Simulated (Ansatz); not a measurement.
`C=CBC=C` + `[NH2][GaH2]` → `C=C[NH][GaH2]` + `BC=C`  (substitution at a C–B bond)

Calculated with Ansatz (gas phase, PBE0-D4/def2-TZVP geometries, no zero-point term in ΔE). CBS: MP2 limit from def2 TZ/QZ plus the TZ coupled-cluster correction, frozen cores. Functionals use def2-TZVPP. B3LYP here is the variant with VWN-RPA as its local correlation; programs differ in this. For Ga outer-core shells are correlated without core-valence functions, which leaves a few kJ/mol of doubt a bond. Scalar relativity is left out up to krypton. Each species was taken in one conformer, which may not be the lowest.

| level | ΔE (kcal/mol) |
| --- | --- |
| r2SCAN-D4 | 13.5 |
| PBE0-D4 | 13.3 |
| B3LYP-D4 | 13.1 |
| r2SCAN | 13.5 |
| PBE0 | 13.5 |
| HF/def2-TZVPP | 13.9 |
| SCS-MP2/def2-TZVPP | 14.2 |
| MP2/def2-QZVPP | 14.9 |

(1) What does CCSD(T)/CBS give? (Estimate.)

Largest T1 diagnostic among the species: 0.014.

## Answers

(1) Computed: +15.1 kcal/mol. The listed levels differ from it by -1.6, -1.8, -2.0, -1.6, -1.6, -1.2, -0.9, -0.2 kcal/mol.
